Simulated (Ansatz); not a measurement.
Input for Ansatz (development build ahead of 0.2.0):

```yaml
crystal:
  periodic: [false, false, false]
  atoms:
    - { symbol: Mn, position_ang: [0.0, 0.0, 0.0] }
    - { symbol: S, position_ang: [0.0, 0.0, 3.552] }
basis:
  gaussian: { orbitals: pcseg-2 }
total_charge: 1
magnetization:
  initial_magnetization: 2
hamiltonian:
  xc: pbe0
```

The input is written out in the form of the current development build from the run's settings.

Output:

```json
{
 "Converged": "yes",
 "Total energy": "-1548.33500 hartree",
 "Spin squared of the determinant": "2.000",
 "Stability test": "minimum among restricted orbitals"
}
```

Caution: stretched shape with no unrestricted run beside it, a lower state can exist; other spin multiplicities were not run.
